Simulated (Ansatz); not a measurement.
Reaction (ligand exchange at the Si–N bond): `FCN[SiH2]F` + `[SiH3]P` → `F[SiH2]P[SiH3]` + `NCF`

Calculated with Ansatz (gas phase, PBE0-D4/def2-TZVP geometries, no zero-point term in ΔE). CCSD(T)/CBS adds triple-zeta CCSD(T) − MP2 to the extrapolated MP2 energy (def2 sets, frozen cores). This one scheme is used for every species. One conformer a species, not always the lowest.

```csv
species,CCSD(T)/CBS(def2) energy (Eh)
`FCN[SiH2]F`,-584.51412
`[SiH3]P`,-633.00997
`F[SiH2]P[SiH3]`,-1022.56126
`NCF`,-194.94856
```

Work out ΔE.

ΔE = (-1022.56126) + (-194.94856) − (-584.51412) − (-633.00997) = 0.01427 Eh = +37.5 kJ/mol.

Largest T1 diagnostic among the species: 0.013.

The D4 term adds −3.5 kJ/mol with B3LYP and −1.9 kJ/mol with PBE0; it sums over pairs of atoms, weighted by their polarisabilities, and B3LYP, whose exchange is more repulsive, gets the larger term. In def2-TZVPP, CCSD(T) changes the Hartree–Fock value by −12.1 kJ/mol (the triples alone add −2.7 kJ/mol) and MP2 by −12.6 kJ/mol. From PBE to PBE0 (25 % exact exchange), in def2-TZVPP and without D4, ΔE moves by +3.6 kJ/mol.

B3LYP here is the variant with VWN-RPA as its local correlation; programs differ in this.
